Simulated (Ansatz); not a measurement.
`[SiH3]C1C=C1`. Total charge 0; spin multiplicity 1.

Cartesian coordinates in Å:
```
Si -0.262 1.058 0.968
C -0.452 -0.170 -0.428
C 0.731 -0.630 -1.255
C 0.275 -1.499 -0.430
H -0.441 2.457 0.488
H -1.272 0.822 2.039
H 1.100 0.922 1.555
H -1.422 -0.142 -0.935
H 1.433 -0.339 -2.017
H 0.310 -2.478 0.016
```

Task: List the harmonic frequencies (cm⁻¹, unscaled) at PBE0-D4/def2-TZVP in Ansatz. (An estimate is asked.)

Result: The calculation gave: 86, 234, 257, 574, 599, 646, 764, 796, 859, 914, 937, 946, 952, 1020, 1058, 1156, 1312, 1757, 2205, 2205, 2217, 3033, 3277, 3325.

Task: Is this a minimum?

Result: Yes, all 24 modes are real.

Task: Give the ideal-gas thermochemistry at 298.15 K and 1 bar (rigid rotor, harmonic oscillator; point group Cs, symmetry number 1).

Result: Zero-point energy 186.2 kJ/mol; H(298) − E = 203.3 kJ/mol; entropy 307.2 J/(mol·K), of which translation 161.9, rotation 103.8, vibration 41.6; G(298) − E = 111.7 kJ/mol. Modes under 100 cm⁻¹ are hindered rotations or soft bends, so the harmonic entropy is rough.

Task: Rotational constants (cm⁻¹)?

Result: 0.5845, 0.1205, 0.1149.
